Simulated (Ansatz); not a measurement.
Born–Oppenheimer molecular dynamics of CH₃BFN (7 atoms, charge 0, multiplicity 1). It starts at the highest image of a converged band. Of that band: The profile has 2 maxima (images 5, 9) with wells between them (image 7): this band takes more than one step, which may be the mechanism or a detour left from its start path. A vibrational analysis at the climbing image gives one clearly imaginary mode, 1341i cm⁻¹: a first-order saddle point.

These are results of UKS CAM-B3LYP/cc-pVDZ (Ansatz), not measurements.

| Quantity | Value |
| --- | --- |
| ensemble | NVE (velocity Verlet) |
| time step | 0.5 fs |
| steps asked | 200 |
| starting velocities drawn for | 100 K |
| seed | 7025 |

First frame:

```xyz
7
Properties=species:S:1:pos:R:3
F -1.178 -1.705 0.415
B -0.397 -0.660 0.221
C 0.622 0.250 0.811
N -0.237 0.256 -0.893
H 0.738 0.864 -0.346
H 0.082 1.082 1.306
H 0.432 -0.154 -1.558
```

Q: How far do the bonds stretch over the last three quarters of this one trajectory? (Pairs bonded in most of those frames.)

A: 
| bond | mean (Å) | spread (Å) | shortest | longest |
| --- | --- | --- | --- | --- |
| F1–B2 | 1.345 | 0.033 | 1.30 | 1.42 |
| B2–C3 | 1.500 | 0.064 | 1.38 | 1.60 |
| B2–N4 | 1.452 | 0.057 | 1.34 | 1.55 |
| C3–H6 | 1.100 | 0.019 | 1.05 | 1.14 |
| N4–H5 | 1.026 | 0.018 | 0.99 | 1.06 |
| N4–H7 | 1.028 | 0.012 | 1.00 | 1.05 |

Mean temperature of the second half: 1172 K. The conserved energy stayed within 0.2 meV per atom of its start (net change -0.18 meV per atom), so the integration is sound. The kinetic energy rose, since the run started high on the potential surface and went downhill. A run of 0.1 ps of so small a system gives no equilibrium averages.

The run took 4.3 min on 2 threads of Intel(R) Xeon(R) 6975P-C (Granite Rapids), on a shared host, peak memory 0.21 GiB.
